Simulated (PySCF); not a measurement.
PBE0 on Rb⁻ (rubidium, charge -1), [Kr] 5s2, closed-shell 1S. All numbers are calculated (PySCF 2.14, scalar relativity by spin-free X2C-1e, in aug-cc-pVTZ-X2C).

```
cycle= 1 E= -2980.730850854  delta_E= -0.00291  |g|= 0.00884  |ddm|= 1.13
cycle= 2 E= -2980.73097492062  delta_E= -0.000124  |g|= 0.00375  |ddm|= 0.132
cycle= 3 E= -2980.73099251392  delta_E= -1.76e-05  |g|= 0.000232  |ddm|= 0.0629
cycle= 4 E= -2980.73099297137  delta_E= -4.57e-07  |g|= 6.85e-05  |ddm|= 0.014
cycle= 5 E= -2980.7309930496  delta_E= -7.82e-08  |g|= 6.31e-06  |ddm|= 0.00776
cycle= 6 E= -2980.73099305012  delta_E= -5.18e-10  |g|= 1.75e-07  |ddm|= 0.000698
converged SCF energy = -2980.73099305012  <S^2> = -2.1316282e-14  2S+1 = 1
```

Highest occupied orbital energy: 0.360 eV; ⟨L²⟩ = 0.00; populations by l: s 10.00, p 18.00, d 10.00, f 0.00.

Problem. Can this result be used?

Solution. With care. The run converged. At PBE0 the highest occupied level has a positive energy, so only the finite basis holds that electron; in a semilocal or global hybrid functional this comes from self-interaction and does not mean that the real anion is unbound.
